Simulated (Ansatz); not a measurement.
Results of the Gaussian-basis code of Ansatz.

A structure relaxed at PBE0-D4/def2-TZVP, charge 0, multiplicity 1:

```xyz
8

F    -0.590    1.892   -0.237
C    -0.709    0.724    0.393
F    -1.960    0.292    0.235
F    -0.501    0.929    1.694
Ge    0.605   -0.617   -0.336
Cl    2.568    0.124   -0.052
Cl    0.362   -2.447    0.702
Cl    0.225   -0.896   -2.400
```

(1) Give its formula and SMILES.

(2) Point group (tolerance 0.08 Å, 0.16 Å for H)?

(3) Summarise the bond lengths by kind.

## Answers

(1) CCl3F3Ge, `F[C](F)(F)[Ge]([Cl])([Cl])[Cl]`.

(2) C3v.

(3) 3 × C–F 1.333 Å; 1 × C–Ge 2.014 Å; 3 × Cl–Ge 2.118 Å.
